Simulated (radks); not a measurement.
Species: Ir. Configuration: [Xe] 4f13 5d7 6s1 6p2 (not the ground configuration). Calculated with a radial shooting solver on a logarithmic mesh with Libxc functionals: scalar-relativistic Kohn-Sham, r2SCAN, spin-polarised, spherical densities, finite nucleus; open shells are filled with parallel spins first (spin-orbit coupling, left out, can overturn this in heavy ions); meta-GGA in the generalised Kohn-Sham scheme; Fermi nuclear charge, rms radius 5.4032 fm.

Local quantities along the radius. ELF = 1/(1 + alpha^2) is the electron localisation function; alpha = (tau - tau_W)/tau_unif compares the Pauli kinetic energy density with that of the uniform gas (summed over spins); s = |grad rho|/(2 (3 pi^2)^(1/3) rho^(4/3)) is the reduced gradient; r v_xc is r times the local exchange-correlation potential of spin up (hartree bohr, multiplicative part alone). tau is taken from the large components.

r (bohr),ELF,alpha,s,r v_xc
0.001216,0.999,0.02417,0.8113,-0.1635
0.001416,0.999,0.02532,0.7593,-0.1784
0.001661,0.999,0.02688,0.7134,-0.1965
0.001934,0.999,0.02878,0.6775,-0.2159
0.002269,0.999,0.03136,0.6472,-0.2389
0.002642,0.999,0.03453,0.6248,-0.2633
0.0031,0.998,0.03889,0.6078,-0.2917
0.003609,0.998,0.04438,0.5974,-0.3213
0.004236,0.997,0.05217,0.5925,-0.3550
0.004931,0.996,0.06234,0.5936,-0.3893
0.00574,0.994,0.07651,0.6003,-0.4257
0.006736,0.990,0.09807,0.6135,-0.4661
0.007842,0.984,0.1284,0.6318,-0.5065
0.009203,0.970,0.1772,0.6567,-0.5512
0.01071,0.941,0.2497,0.6838,-0.5951
0.01257,0.879,0.3705,0.7116,-0.6362
0.01464,0.768,0.5494,0.7283,-0.6474
0.01718,0.597,0.8225,0.7190,-0.6036
0.02,0.437,1.135,0.6651,-0.5696
0.02347,0.343,1.385,0.5527,-0.6194
0.02732,0.342,1.387,0.4216,-0.7025
0.03206,0.431,1.149,0.3161,-0.7478
0.03732,0.567,0.8731,0.2798,-0.8882
0.04345,0.685,0.6774,0.2995,-0.9901
0.05099,0.741,0.5910,0.3569,-1.057
0.05936,0.717,0.6279,0.4240,-1.090
0.06965,0.598,0.8196,0.4775,-1.077
0.08109,0.434,1.143,0.4647,-1.025
0.09516,0.345,1.377,0.3531,-0.9887
0.1108,0.411,1.198,0.2354,-1.142
0.13,0.584,0.8437,0.2150,-1.377
0.1513,0.704,0.6489,0.2864,-1.500
0.1776,0.704,0.6483,0.4064,-1.485
0.2068,0.548,0.9085,0.5071,-1.360
0.2407,0.319,1.461,0.4741,-1.236
0.2825,0.291,1.559,0.2503,-1.175
0.3288,0.494,1.012,0.1515,-1.563
0.3859,0.683,0.6815,0.2261,-1.761
0.4492,0.714,0.6332,0.3540,-1.782
0.5272,0.620,0.7833,0.4958,-1.641
0.6137,0.441,1.125,0.5863,-1.425
0.7202,0.319,1.459,0.5458,-1.338
0.8384,0.383,1.269,0.4394,-1.381
0.9839,0.559,0.8882,0.4299,-1.451
1.145,0.640,0.7495,0.5177,-1.440
1.344,0.596,0.8239,0.6506,-1.391
1.565,0.480,1.041,0.7746,-1.292
1.822,0.375,1.292,0.8586,-1.206
2.138,0.345,1.377,0.8899,-1.170
2.489,0.400,1.226,0.9074,-1.149
2.921,0.497,1.007,0.9791,-1.087
3.4,0.563,0.8803,1.132,-1.002
3.99,0.570,0.8692,1.410,-0.8962
4.645,0.506,0.9887,1.838,-0.7903
5.451,0.368,1.312,2.583,-0.6433
6.346,0.200,2.003,3.796,-0.1484
7.447,0.070,3.644,6.058,-0.2476
8.669,0.018,7.389,10.13,-0.2138
10.17,0.003,18.68,18.91,-0.1350
11.84,0.000,54.82,37.42,-0.07092

On this mesh the ELF has minima near r = 0.027, 0.095, 0.28, 0.72, 2.1 bohr, which separate the shells, and maxima near 0.051 (0.74), 0.18 (0.70), 0.45 (0.71), 1.1 (0.64), 4.0 (0.57).
